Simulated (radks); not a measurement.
Valence configurations of Br+ (all share [Ar]). Method: scalar-relativistic Kohn-Sham, BLYP, spin-polarised, spherical densities, finite nucleus; open shells are filled with parallel spins first; Fermi nuclear charge, rms radius 4.1629 fm; computed with a radial shooting solver on a logarithmic mesh with Libxc functionals. Energies are relative to 3d10 4s2 4p4; eigenvalues in eV for spin up.

valence,E (eV),moment (Bohr magnetons),e(3d),e(4p),e(4s)
3d10 4s2 4p4,0.000,2,-77.778,-17.971,-30.956
3d10 4s1 4p5,12.969,2,-79.401,-18.677,-31.902
3d9.5 4s2 4p4.5,31.780,2,-84.572,-18.782,-32.231
3d9.5 4s1 4p5.5,45.182,2,-86.137,-19.459,-33.134
3d9 4s2 4p5,66.041,2,-91.480,-19.566,-33.462
3d8 4s2 4p6,142.18,2,-105.64,-21.082,-35.823

NIST lists [Ar] 3d10 4s2 4p4 as the ground configuration; this level of theory agrees among the configurations tried. The energies are those of spherical high-spin densities, not of single terms.
